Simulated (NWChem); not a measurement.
System: SnCl₃ cation; SMILES [Cl][Sn+]([Cl])[Cl]

Parts of the log:

```
             Northwest Computational Chemistry Package (NWChem) 7.3.0
             --------------------------------------------------------

 D3H symmetry detected

                             Geometry "geometry" -> ""
                             -------------------------

 Output coordinates in angstroms (scale by  1.889725989 to convert to a.u.)

  No.       Tag          Charge          X              Y              Z
 ---- ---------------- ---------- -------------- -------------- --------------
    1 Sn                  50.0000     0.00000000     0.00000000     0.00000000
    2 Cl                  17.0000    -0.58546309     2.18497798     0.00000000
    3 Cl                  17.0000     2.18497798    -0.58546309     0.00000000
    4 Cl                  17.0000    -1.59951490    -1.59951490     0.00000000

 Effective nuclear repulsion energy (a.u.)     713.6377747862

      Symmetry information
      --------------------

 Group name             D3h
 Group number             27
 Group order              12
 No. of unique centers     2

                                 NWChem DFT Module
                                 -----------------

 Summary of "ao basis" -> "ao basis" (spherical)
 ------------------------------------------------------------------------------
       Tag                 Description            Shells   Functions and Types
 ---------------- ------------------------------  ------  ---------------------
 Sn                         def2-svp                10       26   4s4p2d
 Cl                         def2-svp                 8       18   4s3p1d

      Symmetry analysis of basis
      --------------------------

        a1'        15
        a1"         1
        a2'         4
        a2"         8
        e'         38
        e"         14

  Rotation of axis

            General Information
            -------------------
          SCF calculation type: DFT
          Wavefunction type:  closed shell.
          No. of atoms     :     4
          No. of electrons :    72
           Alpha electrons :    36
            Beta electrons :    36
          Charge           :     1
          Spin multiplicity:     1
          Use of symmetry is: on ; symmetry adaption is: on
          Maximum number of iterations: 150
          AO basis - number of functions:    80
                     number of shells:    34
          Convergence on energy requested:  1.00D-06
          Convergence on density requested:  1.00D-05
          Convergence on gradient requested:  5.00D-04

              XC Information
              --------------
                         B3LYP Method XC Potential
                     Hartree-Fock (Exact) Exchange  0.200
                        Slater Exchange Functional  0.800 local
                    Becke 1988 Exchange Functional  0.720 non-local
              Lee-Yang-Parr Correlation Functional  0.810
                  VWN I RPA Correlation Functional  0.190 local

             Grid Information
             ----------------
          Grid used for XC integration:  medium
          Radial quadrature: Mura-Knowles
          Angular quadrature: Lebedev.
          Tag              B.-S. Rad. Rad. Pts. Rad. Cut. Ang. Pts.
          ---              ---------- --------- --------- ---------
          Sn                  1.45      123           8.0       590
          Cl                  1.00       88          10.0       590
          Grid pruning is: on
          Number of quadrature shells:   211
          Spatial weights used:  Erf1

      Superposition of Atomic Density Guess
      -------------------------------------

 Sum of atomic energies:       -1627.06630061

 Renormalizing density from      73.00 to     72

      Non-variational initial energy
      ------------------------------

 Total energy =   -1579.256206
 1-e energy   =   -2997.151978
 2-e energy   =    1038.319233
 HOMO         =      -0.704469
 LUMO         =      -0.405952

      Symmetry analysis of molecular orbitals - initial
      -------------------------------------------------

  Numbering of irreducible representations:

     1 a1'         2 a1"         3 a2'         4 a2"         5 e'
     6 e"

  Orbital symmetries:

     1 a1'         2 e'          3 e'          4 e'          5 e'
     6 a1'         7 a1'         8 e'          9 e'         10 e'
    11 e'         12 a2'        13 a2"        14 e"         15 e"
    16 a1'        17 e'         18 e'         19 a2"        20 e'
    21 e'         22 a1'        23 e"         24 e"         25 a1'
    26 e'         27 e'         28 a1'        29 e'         30 e'
    31 a2"        32 e'         33 e'         34 e"         35 e"
    36 a2'        37 a1'        38 a2"        39 e'         40 e'
    41 a1'        42 e'         43 e'         44 a2"        45 e"
    46 e"

     ---------------------------------------------
      Total Density - Mulliken Population Analysis
     ---------------------------------------------

    Atom       Charge   Shell Charges
 -----------   ------   -------------------------------------------------------
    1 Sn  22    20.07   1.60  0.42  0.85  0.11  3.26  2.74  0.71  0.19  9.83  0.37
    2 Cl  17    17.31   2.00  2.00  1.32  0.63  5.96  2.30  3.10  0.01
    3 Cl  17    17.31   2.00  2.00  1.32  0.63  5.96  2.30  3.10  0.01
    4 Cl  17    17.31   2.00  2.00  1.32  0.63  5.96  2.30  3.10  0.01

   convergence    iter        energy       DeltaE   RMS-Dens  Diis-err
 ---------------- ----- ----------------- --------- --------- ---------
 d= 0,ls=0.0,diis     1  -1594.2244377735 -1.97D+03  2.91D-02  1.36D+00
 d= 0,ls=0.0,diis     2  -1594.0395690767  1.85D-01  2.09D-02  2.06D+00
 d= 0,ls=0.0,diis     3  -1594.3436353454 -3.04D-01  4.34D-03  1.21D-01
 d= 0,ls=0.0,diis     4  -1594.3609082309 -1.73D-02  3.62D-04  9.41D-04
 d= 0,ls=0.0,diis     5  -1594.3610009974 -9.28D-05  8.77D-05  5.22D-05
  Resetting Diis
 d= 0,ls=0.0,diis     6  -1594.3610070303 -6.03D-06  1.73D-05  3.33D-06
 d= 0,ls=0.0,diis     7  -1594.3610075380 -5.08D-07  3.38D-06  1.39D-08

         Total DFT energy =    -1594.361007538032
      One electron energy =    -3022.288428667156
           Coulomb energy =     1151.040478959514
    Exchange-Corr. energy =     -102.689595998051
 Nuclear repulsion energy =      379.576538167661

 Numeric. integr. density =       71.999999789145

                  Occupations of the irreducible representations
                  ----------------------------------------------

                     irrep           alpha         beta
                     --------     --------     --------
                     a1'               7.0          7.0
                     a1"               0.0          0.0
                     a2'               2.0          2.0
                     a2"               3.0          3.0
                     e'               18.0         18.0
                     e"                6.0          6.0

                       DFT Final Molecular Orbital Analysis
                       ------------------------------------

 Vector   34  Occ=2.000000D+00  E=-5.513952D-01  Symmetry=e"
              MO Center=  3.5D-01, -1.0D+00, -3.0D-17, r^2= 4.8D+00
   Bfn.  Coefficient  Atom+Function         Bfn.  Coefficient  Atom+Function
  ----- ------------  ---------------      ----- ------------  ---------------
    57      0.452578  3 Cl pz                75     -0.435846  4 Cl pz
    54      0.355437  3 Cl pz                72     -0.342296  4 Cl pz
    51      0.203597  3 Cl pz                69     -0.196070  4 Cl pz
    20      0.080917  1 Sn d  1              25     -0.070451  1 Sn d  1

 Vector   35  Occ=2.000000D+00  E=-5.513952D-01  Symmetry=e"
              MO Center= -3.5D-01,  1.0D+00, -7.3D-15, r^2= 4.8D+00
   Bfn.  Coefficient  Atom+Function         Bfn.  Coefficient  Atom+Function
  ----- ------------  ---------------      ----- ------------  ---------------
    39      0.512932  2 Cl pz                36      0.402836  2 Cl pz
    75     -0.270956  4 Cl pz                57     -0.241975  3 Cl pz
    33      0.230748  2 Cl pz                72     -0.212798  4 Cl pz
    54     -0.190038  3 Cl pz                69     -0.121893  4 Cl pz
    51     -0.108855  3 Cl pz                18     -0.080917  1 Sn d -1

 Vector   36  Occ=2.000000D+00  E=-5.435026D-01  Symmetry=a2'
              MO Center=  4.3D-13, -5.7D-12,  1.1D-25, r^2= 6.1D+00
   Bfn.  Coefficient  Atom+Function         Bfn.  Coefficient  Atom+Function
  ----- ------------  ---------------      ----- ------------  ---------------
    37      0.362183  2 Cl px                56     -0.362183  3 Cl py
    34      0.280538  2 Cl px                53     -0.280538  3 Cl py
    73     -0.265137  4 Cl px                74      0.265137  4 Cl py
    70     -0.205368  4 Cl px                71      0.205368  4 Cl py
    31      0.160586  2 Cl px                50     -0.160586  3 Cl py

 Vector   37  Occ=0.000000D+00  E=-3.672693D-01  Symmetry=a1'
              MO Center= -1.2D-15, -5.2D-17, -1.2D-18, r^2= 4.8D+00
   Bfn.  Coefficient  Atom+Function         Bfn.  Coefficient  Atom+Function
  ----- ------------  ---------------      ----- ------------  ---------------
     3      0.772086  1 Sn s                  4      0.404963  1 Sn s
    38      0.380910  2 Cl py                55      0.380910  3 Cl px
    73     -0.278846  4 Cl px                74     -0.278846  4 Cl py
     2     -0.273718  1 Sn s                 35      0.246991  2 Cl py
    52      0.246991  3 Cl px                 1     -0.216186  1 Sn s

 Vector   38  Occ=0.000000D+00  E=-3.224201D-01  Symmetry=a2"
              MO Center=  9.8D-16, -4.4D-17, -5.7D-18, r^2= 3.5D+00
   Bfn.  Coefficient  Atom+Function         Bfn.  Coefficient  Atom+Function
  ----- ------------  ---------------      ----- ------------  ---------------
    13      0.719952  1 Sn pz                16      0.404399  1 Sn pz
    39     -0.237332  2 Cl pz                57     -0.237332  3 Cl pz
    75     -0.237332  4 Cl pz                10     -0.195416  1 Sn pz
     7     -0.181826  1 Sn pz                36     -0.156473  2 Cl pz
    54     -0.156473  3 Cl pz                72     -0.156473  4 Cl pz

 Vector   39  Occ=0.000000D+00  E=-1.857458D-01  Symmetry=e'
              MO Center=  2.1D-02,  2.2D-01, -1.4D-15, r^2= 4.3D+00
   Bfn.  Coefficient  Atom+Function         Bfn.  Coefficient  Atom+Function
  ----- ------------  ---------------      ----- ------------  ---------------
    14      0.709017  1 Sn px                11      0.608553  1 Sn px
    66      0.359108  4 Cl s                 15      0.334150  1 Sn py
    74      0.323165  4 Cl py                48     -0.291312  3 Cl s
    12      0.286803  1 Sn py                37     -0.274562  2 Cl px
    56     -0.245262  3 Cl py                55      0.241407  3 Cl px

     ---------------------------------------------
      Total Density - Mulliken Population Analysis
     ---------------------------------------------

    Atom       Charge   Shell Charges
 -----------   ------   -------------------------------------------------------
    1 Sn  22    21.02   1.60  0.42  1.17  0.02  3.26  2.75  1.19  0.28  9.74  0.58
    2 Cl  17    16.99   2.00  1.99  1.32  0.65  5.93  2.13  2.96  0.02
    3 Cl  17    16.99   2.00  1.99  1.32  0.65  5.93  2.13  2.96  0.02
    4 Cl  17    16.99   2.00  1.99  1.32  0.65  5.93  2.13  2.96  0.02

     -------------------------------------------
      Total Density - Lowdin Population Analysis
     -------------------------------------------

    Atom       Charge   Shell Charges
 -----------   ------   -------------------------------------------------------
    1 Sn  22    21.54   1.18  0.77  0.85  0.39  3.01  2.83  1.19  0.74  9.49  1.09
    2 Cl  17    16.82   2.00  1.96  1.08  0.77  5.82  2.21  2.96  0.02
    3 Cl  17    16.82   2.00  1.96  1.08  0.77  5.82  2.21  2.96  0.02
    4 Cl  17    16.82   2.00  1.96  1.08  0.77  5.82  2.21  2.96  0.02

     Multipole analysis of the density
     ---------------------------------

     L   x y z        total         alpha         beta         nuclear
     -   - - -        -----         -----         ----         -------
     0   0 0 0      1.000000    -36.000000    -36.000000     73.000000

     1   1 0 0      0.000000      0.000000      0.000000     -0.000000
     1   0 1 0      0.000000      0.000000      0.000000     -0.000000
     1   0 0 1      0.000000      0.000000      0.000000      0.000000

     2   2 0 0    -38.188789   -252.072136   -252.072136    465.955483
     2   1 1 0     -0.000000     -0.000000     -0.000000      0.000000
     2   1 0 1      0.000000      0.000000      0.000000      0.000000
     2   0 2 0    -38.188789   -252.072136   -252.072136    465.955483
     2   0 1 1     -0.000000     -0.000000     -0.000000      0.000000
     2   0 0 2    -40.355731    -20.177866    -20.177866      0.000000
```

Level: B3LYP/def2-SVP with def2 effective core potentials on Sn. Coordinates come from a PBE0/def2-SVP optimisation. def2 effective core potentials on Sn; no spin-orbit coupling.

Question: Which NWChem input produces such a log?

Answer: One answer among several that fit: the input that was run:
```
start job
memory heap 200 mb stack 900 mb global 1100 mb
charge 1
geometry units angstroms noautoz
  Sn     0.000000     0.000000     0.000000
  Cl     2.027572     1.002920     0.000000
  Cl    -0.145232    -2.257389     0.000000
  Cl    -1.882340     1.254469     0.000000
end
basis spherical
  * library def2-svp
end
ecp
  Sn library def2-ecp
end
dft
  xc b3lyp
  iterations 150
  mulliken
end
task dft energy
```
